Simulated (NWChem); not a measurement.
Molecule: SiF₂, singlet; SMILES F[Si]F

```xyz
3

Si     0.0000     0.0000     0.5907
F      1.2659     0.0000    -0.4594
F     -1.2659     0.0000    -0.4594
```
Atoms are numbered in this order, from 1.

Program: NWChem. Pople sets run with spherical d functions. Low-valent species are run as closed-shell singlets; no triplet was tried in these runs. Structure relaxed at the PBE-D3(BJ)/def2-SVP level. B3LYP is NWChem's, with the RPA form of VWN correlation.

Task: Taking B3LYP/6-311++G** as the yardstick, which of these has the fewest basis functions while keeping “highest occupied level (eV)” within 0.2 eV of it: B3LYP/6-311G**; B3LYP/6-31+G*; B3LYP/3-21G; B3LYP/STO-3G; B3LYP/6-31G*?

Result: B3LYP/6-31+G* (a larger set in the list lies outside the tolerance).
```csv
level,basis functions,highest occupied level (eV)
B3LYP/STO-3G,19,-3.09
B3LYP/3-21G,31,-7.77
B3LYP/6-31G*,46,-8.03
B3LYP/6-31+G*,58,-8.46
B3LYP/6-311G**,62,-8.23
B3LYP/6-311++G**,74,-8.53
```

The yardstick is one finite set, not the basis-set limit.
